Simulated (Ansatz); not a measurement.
# Worked example: the enthalpy of C2H3BrO + I2 → C2H3IO + IBr

Species: C2H3BrO (acetyl bromide) `CC(=O)Br`, singlet; I2 (iodine), singlet; C2H3IO (acetyl iodide) `CC(=O)I`, singlet; IBr (iodine monobromide), singlet. The partners trade Br for I: C–Br and I–I bonds give way to C–I and I–Br.

Shapes, held fixed at every level: PBE0-D4/def2-TZVP. Programs: Ansatz 0.2.0. The zero-point and thermal terms to 298 K, harmonic and unscaled (PBE0-D4/def2-TZVP), stand in the table.

At B2PLYP/def2-TZVPP; 1 Eh = 2625.50 kJ/mol:

```
species   energy (Eh)  H(298 K) − E (kJ/mol)  tabulated ΔfH (kJ/mol)
C2H3BrO  -2726.967250                  138.2                  -190.4
     I2   -595.098667                   11.4                   +62.4
 C2H3IO   -450.732323                  137.4                  -126.4
    IBr  -2871.318639                   11.5                   +40.8
```

Task: Work out the reaction enthalpy at 298 K from the calculation and from the table of heats.

Result: 
1. Electronic: (-450.732323) + (-2871.318639) − [(-2726.967250) + (-595.098667)] = 0.014955 Eh = +39.3 kJ/mol.
2. Zero-point and thermal: (137.4) + (11.5) − [(138.2) + (11.4)] = -0.7 kJ/mol.
3. Computed ΔH = +38.6 kJ/mol.
4. From the heats of formation (Active Thermochemical Tables, CRC Handbook of Chemistry and Physics): (-126.4) + (40.8) − [(-190.4) + (62.4)] = +42.4 kJ/mol.
5. Computed less tabulated: -3.8 kJ/mol. Tabulated heats carry uncertainties of their own.

For atoms past krypton def2 sets carry core potentials with scalar relativity. Relativity is left out for Br unless named. Correlated rows may include outer-core shells of Br, I, which these sets cover unevenly.
